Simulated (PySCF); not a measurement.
AsH5Si, SMILES [SiH3][AsH2]. The structure is a stationary point at PBE0-D3(BJ)/def2-TZVP.

Calculation: PBE0-D3(BJ)/def2-TZVP run with PySCF.

Harmonic wavenumbers (cm⁻¹): 153, 361, 437, 454, 670, 721, 887, 937, 946, 984, 2206, 2216, 2220, 2234, 2235. Rotational constants (GHz): 48.13, 3.739, 3.733; symmetry number 1.

Work out the zero-point energy and the ideal-gas rigid-rotor harmonic-oscillator thermochemistry at 298.15 K and 1 atm.

ZPE = ½ Σ hcν = ½ × 17661 cm⁻¹ = 25.25 kcal/mol. H − E(el) = 28.84 kcal/mol. Entropy in cal/(mol K): translation 39.95, rotation 23.69, vibration 6.48, total 70.12. G − E(el) = 7.93 kcal/mol. Cp = 17.65 cal/(mol K).
